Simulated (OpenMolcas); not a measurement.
**O: CASPT2 settings compared**

* Program: OpenMolcas 26.06
* Basis: ANO-L-VQZP [5s4p3d2f]
* Scalar Hamiltonian: non-relativistic, point nucleus
* Active space: 4 electrons in 3 orbitals (2p)
* State averaging: 2S+1 = 3 even, 3 roots; 2S+1 = 1 even, 6 roots
* Spin-orbit coupling: RASSI with atomic mean-field integrals over the reference wave functions, term energies averaged over their components

Methods on the same reference wave functions:
A. CASSCF
B. SS-CASPT2, IPEA 0.1 Eh, real shift 0.2 Eh (closed shells correlated: 1s 2s)
C. SS-CASPT2, IPEA 0.75 Eh, sigma1 regulariser 0.15 Eh (closed shells correlated: 2s)
D. SS-CASPT2, IPEA 0.2 Eh, imaginary shift 0.15 Eh (closed shells correlated: 1s 2s)

Energies in cm⁻¹ above 2s² 2p⁴ ³P₂, the measured ground level; measured values from NIST Handbook of Basic Atomic Spectroscopic Data.

```tsv
Level	A	B	C	D	Measured
2s² 2p⁴ ³P₂	0.0	0.0	0.0	0.0	0.0
2s² 2p⁴ ³P₁	150	150	150	150	158
2s² 2p⁴ ³P₀	224	224	224	224	227
2s² 2p⁴ ¹D₂	17674	15750	15220	15640	15868
2s² 2p⁴ ¹S₀	43805	35210	35890	35240	33793
```

Deviations, from unrounded energies. A percentage is the sum of absolute deviations over the sum of measured energies, with the sign that they share, or ± where signs differ.

```csv
Against measurement,Levels,A,B,C,D
mean absolute deviation (cm-1),4,3000,380,690,420
fine structure of the ground term (%),2,-2.9,-2.9,-2.9,-2.9
other terms of the ground configuration (%),2,+23.8,±3.1,±5.5,±3.4
```

B lies closest to measurement on these levels and A furthest from it. The largest miss of B in the table is 2s² 2p⁴ ¹S₀, by +1400 cm-1. The ranking rests on the paired levels alone, and a cruder setting can come out closer through cancelling errors.

Among B to D the level of the table that moves most is 2s² 2p⁴ ¹S₀, by 690 cm-1 (lowest in B, highest in C). Moves below CASPT2's spread within the term are not significant.

The two smallest mean deviations differ by little beside CASPT2's spread within terms, so their order carries little weight.

From A to B the spin-free energies of the other terms of 2s² 2p⁴ shown, above ³P, scale by factors of 0.80 to 0.89.

The lowest spin-free term lies below A's lowest term by 0.178 hartree in B, 0.155 hartree in C, 0.176 hartree in D.

Term energies are means over components that CASPT2 splits; among the terms shown or strongly mixed into the levels shown the widest spread is 290 cm-1 (2s² 2p⁴ ¹D, C). With the s shell closed, the reference lacks s² → p² mixing. Without dynamic correlation excited terms often stand tens of per cent too high (terms of higher spin than the ground term too low), and those without a measured partner can miss by more than the paired ones (holds for A). Measured partners are found by configuration, term and J. A level has none where our copy of the source lacks it or the pairing is in doubt (some pairs that miss far off the trend of their configuration count as doubtful), and it then counts in no deviation. Levels of configurations outside the active space are missing.
